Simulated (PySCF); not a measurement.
## Radial density of In³⁺ (indium, charge +3)

UHF, [Kr] 4d10, closed-shell 1S. All numbers are calculated (PySCF 2.14, a scalar-relativistic core potential, in cc-pVDZ-PP with ECP28MDF). This is the valence pseudo-density: the core potential removes the inner electrons and smooths the orbitals near the nucleus.

```tsv
r (bohr)	4πr²ρ (e/bohr)
0.0165	1.642e-05
0.0278	4.112e-05
0.0468	9.733e-05
0.0787	0.0004163
0.132	0.004935
0.223	0.07900
0.375	1.649
0.630	15.64
1.06	17.38
1.78	3.010
3.00	0.08489
5.04	0.0002583
```

Energies and moments cover only the electrons outside the core potential.
